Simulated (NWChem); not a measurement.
System: C2H6NO cation; SMILES CC(=[OH+])N

Here is an NWChem input.

```
start job
memory heap 200 mb stack 900 mb global 1100 mb
charge 1
geometry units angstroms noautoz
  C      0.148485    -1.408214     0.001206
  C     -0.005244     0.063343     0.000463
  N      1.012365     0.873986    -0.000274
  O     -1.171441     0.622377    -0.000023
  H     -0.351138    -1.826242     0.890503
  H      1.200043    -1.717626     0.006410
  H     -0.344691    -1.827209    -0.891154
  H      0.867454     1.883802    -0.001001
  H      1.965949     0.524764    -0.000322
  H     -1.906677    -0.010805     0.000761
end
basis spherical
  * library 6-31g*
end
dft
  xc slater vwn_5
  iterations 150
end
tddft
  nroots 8
  notriplet
end
task tddft energy
```

Output (shortened):

```
             Northwest Computational Chemistry Package (NWChem) 7.3.0
             --------------------------------------------------------

 C1  symmetry detected

                             Geometry "geometry" -> ""
                             -------------------------

 Output coordinates in angstroms (scale by  1.889725989 to convert to a.u.)

  No.       Tag          Charge          X              Y              Z
 ---- ---------------- ---------- -------------- -------------- --------------
    1 C                    6.0000     0.18492267    -1.40552962    -0.00014666
    2 C                    6.0000    -0.00701008     0.06153374     0.00010760
    3 N                    7.0000     0.98918091     0.89835760    -0.00004347
    4 O                    8.0000    -1.18734600     0.59006168    -0.00003629
    5 H                    1.0000    -0.30367784    -1.83701113     0.88884882
    6 H                    1.0000     1.24416890    -1.68750344     0.00488146
    7 H                    1.0000    -0.29718035    -1.83659549    -0.89280822
    8 H                    1.0000     0.81806696     1.90406536    -0.00008743
    9 H                    1.0000     1.95152127     0.57404382    -0.00029771
   10 H                    1.0000    -1.90587284    -0.06202045     0.00029202

 Effective nuclear repulsion energy (a.u.)     131.1408248828

                                 NWChem DFT Module
                                 -----------------

 Summary of "ao basis" -> "ao basis" (spherical)
 ------------------------------------------------------------------------------
       Tag                 Description            Shells   Functions and Types
 ---------------- ------------------------------  ------  ---------------------
 C                           6-31g*                  6       14   3s2p1d
 N                           6-31g*                  6       14   3s2p1d
 O                           6-31g*                  6       14   3s2p1d
 H                           6-31g*                  2        2   2s

            General Information
            -------------------
          SCF calculation type: DFT
          Wavefunction type:  closed shell.
          No. of atoms     :    10
          No. of electrons :    32
           Alpha electrons :    16
            Beta electrons :    16
          Charge           :     1
          Spin multiplicity:     1
          Use of symmetry is: off; symmetry adaption is: off
          Maximum number of iterations: 150
          AO basis - number of functions:    68
                     number of shells:    36
          Convergence on energy requested:  1.00D-06
          Convergence on density requested:  1.00D-05
          Convergence on gradient requested:  5.00D-04

              XC Information
              --------------
                        Slater Exchange Functional  1.000 local
                      VWN V Correlation Functional  1.000 local

             Grid Information
             ----------------
          Grid used for XC integration:  medium
          Radial quadrature: Mura-Knowles
          Angular quadrature: Lebedev.
          Tag              B.-S. Rad. Rad. Pts. Rad. Cut. Ang. Pts.
          ---              ---------- --------- --------- ---------
          C                   0.70       49           9.0       434
          N                   0.65       49           9.0       434
          O                   0.60       49           9.0       434
          H                   0.35       45          10.0       434
          Grid pruning is: on
          Number of quadrature shells:   466
          Spatial weights used:  Erf1

      Superposition of Atomic Density Guess
      -------------------------------------

 Sum of atomic energies:        -207.35799401

 Renormalizing density from      33.00 to     32

      Non-variational initial energy
      ------------------------------

 Total energy =    -205.444053
 1-e energy   =    -524.013241
 2-e energy   =     187.428362
 HOMO         =      -0.715702
 LUMO         =      -0.307019

[...]

                                NWChem TDDFT Module
                                -------------------

            General Information
            -------------------
           No. of orbitals :     136
            Alpha orbitals :      68
             Beta orbitals :      68
        Alpha frozen cores :       0
         Beta frozen cores :       0
     Alpha frozen virtuals :       0
      Beta frozen virtuals :       0
         Spin multiplicity :       1
    Number of AO functions :      68
        Use of symmetry is : off
      Symmetry adaption is : off
         Schwarz screening :  0.10D-07

              XC Information
              --------------
                 Slater Exchange Functional   1.00 local
               VWN V Correlation Functional   1.00 local

             TDDFT Information
             -----------------
          Calculation type : TDDFT
         Wavefunction type : Restricted singlets
          No. of electrons :      32
           Alpha electrons :      16
            Beta electrons :      16
              No. of roots :       8
          Max subspacesize :    5600
            Max iterations :     100
               Target root :       1
           Target symmetry : none
      Symmetry restriction : off
                 Algorithm : Optimal
        Davidson threshold :  0.10D-03

    8 smallest eigenvalue differences (eV)
--------------------------------------------------------
  No. Spin  Occ  Vir  Irrep   E(Occ)    E(Vir)   E(Diff)
--------------------------------------------------------
    1    1   16   17 a        -0.502    -0.275     6.188
    2    1   15   17 a        -0.550    -0.275     7.485
    3    1   14   17 a        -0.559    -0.275     7.730
    4    1   13   17 a        -0.575    -0.275     8.176
    5    1   16   18 a        -0.502    -0.179     8.788
    6    1   16   19 a        -0.502    -0.133    10.040
    7    1   15   18 a        -0.550    -0.179    10.086
    8    1   12   17 a        -0.649    -0.275    10.183
--------------------------------------------------------

  Entering Davidson iterations
  Restricted singlet excited states

  Iter   NTrls   NConv    DeltaV     DeltaE      Time
  ----  ------  ------  ---------  ---------  ---------
    1      8       0     0.49E+00   0.10+100        1.1
    2     16       0     0.90E-01   0.11E+00        1.1
    3     32       0     0.31E-01   0.25E-02        1.6
    4     48       0     0.12E-01   0.30E-03        1.6
    5     64       0     0.49E-02   0.58E-04        1.6
    6     80       1     0.25E-02   0.77E-05        1.6
    7     94       2     0.12E-02   0.17E-05        1.5
    8    106       5     0.52E-03   0.32E-06        1.4
    9    112       5     0.23E-03   0.39E-07        1.0
   10    118       7     0.10E-03   0.66E-08        1.0
   11    120       8     0.67E-04   0.95E-09        0.7
  ----  ------  ------  ---------  ---------  ---------
  Convergence criterion met

  Ground state a        -207.822317242084 a.u.

  ----------------------------------------------------------------------------
  Root   1 singlet a              0.281368062 a.u.                7.6564 eV
  ----------------------------------------------------------------------------
     Transition Moments    X  0.00065   Y  0.00139   Z -0.06135
     Dipole Oscillator Strength                    0.0007064069
     Electric Quadrupole                           0.0000000121
     Magnetic Dipole                               0.0000017248
     Total Oscillator Strength                     0.0007081438

     Occ.   13  a   ---  Virt.   17  a    0.12586 X
     Occ.   15  a   ---  Virt.   17  a   -0.99149 X
  ----------------------------------------------------------------------------
  Root   2 singlet a              0.298851677 a.u.                8.1322 eV
  ----------------------------------------------------------------------------
     Transition Moments    X  0.97268   Y  0.63838   Z  0.00044
     Dipole Oscillator Strength                    0.2696913221
     Electric Quadrupole                           0.0000005351
     Magnetic Dipole                               0.0000000065
     Total Oscillator Strength                     0.2696918637

     Occ.   12  a   ---  Virt.   17  a   -0.08836 X
     Occ.   14  a   ---  Virt.   17  a   -0.07599 X
     Occ.   15  a   ---  Virt.   19  a   -0.05377 X
     Occ.   15  a   ---  Virt.   20  a   -0.05480 X
     Occ.   16  a   ---  Virt.   17  a    0.98318 X
     Occ.   16  a   ---  Virt.   17  a   -0.13352 Y
     Occ.   16  a   ---  Virt.   23  a    0.06460 X
  ----------------------------------------------------------------------------
  Root   3 singlet a              0.309085758 a.u.                8.4107 eV
  ----------------------------------------------------------------------------
     Transition Moments    X  0.00167   Y -0.02054   Z  0.15885
     Dipole Oscillator Strength                    0.0052867886
     Electric Quadrupole                           0.0000001480
     Magnetic Dipole                               0.0000023849
     Total Oscillator Strength                     0.0052893214

     Occ.   11  a   ---  Virt.   17  a   -0.06299 X
     Occ.   13  a   ---  Virt.   17  a   -0.98524 X
     Occ.   15  a   ---  Virt.   17  a   -0.12418 X
     Occ.   16  a   ---  Virt.   18  a   -0.06387 X
  ----------------------------------------------------------------------------
  Root   4 singlet a              0.312453322 a.u.                8.5023 eV
  ----------------------------------------------------------------------------
     Transition Moments    X  0.15052   Y -0.81006   Z -0.00556
     Dipole Oscillator Strength                    0.1414145255
     Electric Quadrupole                           0.0000004916
     Magnetic Dipole                               0.0000000402
     Total Oscillator Strength                     0.1414150574

[...]
```

Level: LDA (Slater exchange, VWN5)/6-31G* (spherical d), full TDDFT. Geometry: optimised at PBE0/def2-SVP.
